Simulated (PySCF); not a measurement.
C4H2N2, SMILES C#C/C=N/C#N.

The structure is a stationary point at PBE-D3(BJ)/def2-SVP. The structure was generated by enumeration; whether it is a known compound was not checked.

Level of theory: PBE-D3(BJ)/def2-SVP (PySCF).

No scaling factor is applied to the harmonic values.

### Question
List the normal modes with their intensities. (An estimate is asked for; the answer gives what the named calculation found.)

### Answer

| mode | ν (cm⁻¹) | IR (km/mol) | moving atoms (share of kinetic energy) |
|---|---|---|---|
| 1 | 120 | 0.2 | N 57 %, C 35 % |
| 2 | 126 | 0.4 | N 47 %, C 43 %, H 10 % |
| 3 | 251 | 5.9 | C 59 %, N 32 %, H 9 % |
| 4 | 352 | 22.5 | C 75 %, H 17 %, N 8 % |
| 5 | 535 | 5.2 | C 79 %, N 17 % |
| 6 | 558 | 0.1 | C 76 %, N 22 % |
| 7 | 559 | 1.7 | C 77 %, N 21 % |
| 8 | 662 | 37.2 | H 79 %, C 21 % |
| 9 | 689 | 27.2 | H 75 %, C 25 % |
| 10 | 940 | 4.3 | H 60 %, C 33 % |
| 11 | 1001 | 41.1 | C 59 %, N 30 %, H 11 % |
| 12 | 1078 | 7.2 | N 49 %, C 39 %, H 12 % |
| 13 | 1324 | 8.4 | H 72 %, N 14 %, C 13 % |
| 14 | 1617 | 95.0 | C 53 %, N 44 % |
| 15 | 2144 | 71.3 | C 89 %, H 8 % |
| 16 | 2227 | 9.8 | C 66 %, N 33 % |
| 17 | 2992 | 10.4 | H 92 %, C 8 % |
| 18 | 3397 | 89.0 | H 86 %, C 14 % |
